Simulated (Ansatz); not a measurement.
AsH3 (SMILES [AsH3]), charge 0, multiplicity 1, relaxed at each level with Ansatz (a first-principles code); harmonic frequencies from differences of analytic forces, average atomic masses, frozen cores.

Problem. Give the equilibrium geometry, the harmonic frequencies and the zero-point energy at B3LYP/def2-TZVPP.

Solution. 
(charge 0, multiplicity 1):
```xyz
4

As     0.000     0.000     0.070
H     -0.281     1.232    -0.783
H     -0.937    -0.862    -0.768
H      1.204    -0.383    -0.783
```
Frequencies (cm⁻¹): 933, 1017, 1017, 2175, 2186, 2186. Zero-point energy 13.60 kcal/mol.

Problem. Give the equilibrium geometry, the harmonic frequencies and the zero-point energy at CCSD(T)/cc-pVTZ.

Solution. 
(charge 0, multiplicity 1):
```xyz
4

As     0.0004     0.0003     0.0635
H     -0.2825     1.2374    -0.7807
H     -0.9409    -0.8654    -0.7657
H      1.2094    -0.3843    -0.7812
```
Frequencies (cm⁻¹): 929, 1022, 1022, 2209, 2217, 2217. Zero-point energy 13.75 kcal/mol.
